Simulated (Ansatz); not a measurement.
Energy difference 2 R1 + R2 + 3 R3 → 5 P1 + P2, each structure at its B3LYP-D3(BJ)/def2-TZVP stationary point, reached from a drawn start (curvature not checked).
P1, H2 (SMILES [H][H]) (charge 0, multiplicity 1):
| atom | x (Å) | y (Å) | z (Å) |
|---|---|---|---|
| H | 0.0000 | 0.0000 | 0.3720 |
| H | 0.0000 | 0.0000 | -0.3720 |
R1, H2O (SMILES O) (charge 0, multiplicity 1):
```xyz
3

O      0.000     0.000     0.390
H      0.000     0.765    -0.195
H      0.000    -0.765    -0.195
```
R2, HCl (SMILES Cl) (charge 0, multiplicity 1):
```tsv
atom	x (Å)	y (Å)	z (Å)
Cl	0.0000	0.0000	0.6410
H	0.0000	0.0000	-0.6410
```
R3: SiH4 (SMILES [SiH4]), charge 0, multiplicity 1.
P2, ClH7O2Si3 (SMILES [SiH3]O[SiH](Cl)O[SiH3]) (charge 0, multiplicity 1, Z-matrix in Å and degrees):
```
Si
O 1 1.6160
O 1 1.6179 2 111.35
Si 2 1.6471 1 146.81 3 70.77
Si 3 1.6479 1 144.04 2 -67.65
H 1 1.4612 2 109.66 4 -167.89
H 5 1.4766 3 107.77 1 160.57
H 4 1.4770 2 108.39 1 136.70
H 5 1.4778 7 110.17 3 -119.84
H 4 1.4786 8 109.91 2 -118.75
H 4 1.4791 8 110.08 10 -120.90
H 5 1.4812 7 109.93 9 -120.85
Cl 1 2.0646 6 109.16 3 118.68
```

P less R. No zero-point or thermal terms. One arrangement of each flexible species, with no search for the lowest.

Frozen-core correlation throughout.

Run with Ansatz (Gaussian orbitals). No computed number here is a measurement.

Total energies in hartree:

```
structure  PBE/def2-TZVPP  B3LYP/def2-TZVPP  CCSD(T)/cc-pV(T+d)Z
---------  --------------  ----------------  -------------------
P1              -1.166122         -1.180004            -1.172336
R1             -76.380147        -76.466662           -76.332115
R2            -460.627412       -460.836272          -460.339793
R3            -291.721620       -291.917183          -291.440117
P2           -1482.858596      -1483.766181         -1481.621308
```

Question: Work out the reaction energy at each level in eV (1 hartree = 27.21139 eV), and say how far PBE/def2-TZVPP lies from CCSD(T)/cc-pV(T+d)Z.

Answer: 
- PBE/def2-TZVPP: 5 × (-1.166122) + (-1482.858596) − (-460.627412) − 2 × (-76.380147) − 3 × (-291.721620) = -0.136640 hartree = -3.718 eV
- B3LYP/def2-TZVPP: 5 × (-1.180004) + (-1483.766181) − (-460.836272) − 2 × (-76.466662) − 3 × (-291.917183) = -0.145056 hartree = -3.947 eV
- CCSD(T)/cc-pV(T+d)Z: 5 × (-1.172336) + (-1481.621308) − (-460.339793) − 2 × (-76.332115) − 3 × (-291.440117) = -0.158614 hartree = -4.316 eV
PBE/def2-TZVPP less CCSD(T)/cc-pV(T+d)Z: 0.598 eV. CCSD(T)/cc-pV(T+d)Z is the level counted from, the highest shown, and no exact or measured value.

Ansatz is a first-principles code.
